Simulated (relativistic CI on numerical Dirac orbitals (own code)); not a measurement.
Transition arrays of Br XVI

Method of calculation: Dirac-Coulomb-Breit CI, orbitals from a KLI potential per configuration, model QED, valence Slater integrals scaled by 0.9, whole transition arrays (own radial code, finite nucleus).

Configurations in the expansion (outside the closed core [Ne] 3s2): 3p6 3d2, 3p6 3d 4f, 3p5 3d3, 3p6 3d 4p, 3p6 3d 5f. Levels of other configurations are missing.

All E1 lines from the levels of 3p6 3d2; mean and standard deviation are weighted by gf, and upper levels are sorted by their leading configuration.

```
Upper configuration  Lines   Σgf  Mean (eV)  Mean (nm)  σ (eV)  Strongest line (nm)
          3p6 3d 4f     81  68.1     300.97      4.120    2.73                4.121
            3p5 3d3    466  88.5     124.63      9.949    8.04                9.586
          3p6 3d 4p     60   3.5     230.82      5.371    2.68                5.400
          3p6 3d 5f     81  22.3     382.21      3.244    2.92                3.256
```

Σgf per state of the lower configuration in bins of 0.2 nm over the central range (centre: value): 3.3: 0.50, 4.1: 1.43, 4.3: 0.08, 5.3: 0.06, 9.1: 0.04, 9.3: 0.34, 9.5: 0.35, 9.7: 0.35, 9.9: 0.11, 10.1: 0.17, 10.3: 0.15, 10.5: 0.09, 10.7: 0.18, 10.9: 0.05, 11.1: 0.02, 11.3: 0.03.

Question: How do configuration mixing and the scaling of the Slater integrals move the arrays?

Answer: Slater scale 0.9, no configuration mixing: 3p6 3d 4f 300.7 ± 2.6 eV (Σgf 61.7), 3p5 3d3 124.7 ± 8.0 eV (Σgf 92.1), 3p6 3d 4p 230.8 ± 2.6 eV (Σgf 4.3), 3p6 3d 5f 382.1 ± 2.9 eV (Σgf 18.0); Slater scale 1: 3p6 3d 4f 301.2 ± 3.0 eV (Σgf 69.0), 3p5 3d3 127.0 ± 8.8 eV (Σgf 89.7), 3p6 3d 4p 230.8 ± 3.0 eV (Σgf 3.4), 3p6 3d 5f 382.3 ± 3.2 eV (Σgf 22.7); Slater scale 0.8: 3p6 3d 4f 300.7 ± 2.4 eV (Σgf 67.1), 3p5 3d3 122.2 ± 7.3 eV (Σgf 87.3), 3p6 3d 4p 230.8 ± 2.4 eV (Σgf 3.6), 3p6 3d 5f 382.1 ± 2.6 eV (Σgf 22.0). With mixing, levels are counted to their leading configuration, so an array can shrink or vanish into another, and the sums then hold other lines.
